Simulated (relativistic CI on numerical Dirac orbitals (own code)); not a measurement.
**Eu26+: sensitivity of the levels to the model**

Base calculation: Dirac-Coulomb-Breit CI, orbitals from a KLI potential per configuration, QED by a radiative potential, unscaled Slater integrals.

CI space (outside the closed core [Ar] 3d10): 4s2.4p6.4d, 4s2.4p5.4d2, 4s2.4p6.4f, 4s.4p6.4d2, 4s2.4p5.4d.4f, 4s.4p6.4d.4f, 4s2.4p6.5s, 4s2.4p6.5p, 4s2.4p6.5d, 4p6.4d3, 4p5.4d4, 4p5.4d3.4f, 4s.4p6.4f2, 4s.4p5.4f3, 4p6.4f3. Double excitations out of closed p, d and f shells are left out; levels of such configurations are missing from the list, as are those of other unlisted configurations, and high levels can miss mixing partners.

Variants: (1) configuration mixing switched off; (2) only the first 3 configurations. Shifts of the energy above 4s2.4p6.4d 2D_3/2, in cm⁻¹, for the lowest level and the first level of each name with at least 55 % of one term (blank where a level changes its place among those of its configuration and J or its character, or is not in the variant):

```tsv
Level	Base	Δ(1)	Δ(2)
4s2.4p6.4d 2D_3/2	0	0	0
4s2.4p6.4d 2D_5/2	60987	+59	+59
4s2.4p5.4d2 4D°_1/2	902146	-14058	-14058
4s2.4p5.4d2 4D°_3/2	906508	-13445	-13445
4s2.4p5.4d2 4D°_7/2	972015	-10838	-12105
4s2.4p5.4d2 4G°_9/2	973844	-10458	-10458
4s2.4p5.4d2 4G°_11/2	993150	-9782	-9782
4s2.4p5.4d2 2H°_11/2	1047337	-9906	-9906
4s2.4p5.4d2 2G°_9/2	1081706	-12234	-12234
4s2.4p5.4d2 2P°_1/2	1087005	-13983	-13983
4s2.4p5.4d2 2P°_3/2	1157633	-12764	-12764
4s2.4p6.4f 2F°_7/2	1237134	-5865	-14257
4s.4p6.4d2 4F_3/2	1831920	+43255	
4s.4p6.4d2 4F_5/2	1854309	+40306
```

At this charge energies of transitions that change n are usually good to better than 1 %, and those within a shell (Δn = 0) to a few per cent.

Ionisation energy from the two ground configurations alone: base 878.352 eV. The NIST ASD value (theoretical) is 879 eV.

LS names give the leading component of a level, which can be under half, so a name can repeat, a term be missing and a line seem to break the LS rules.
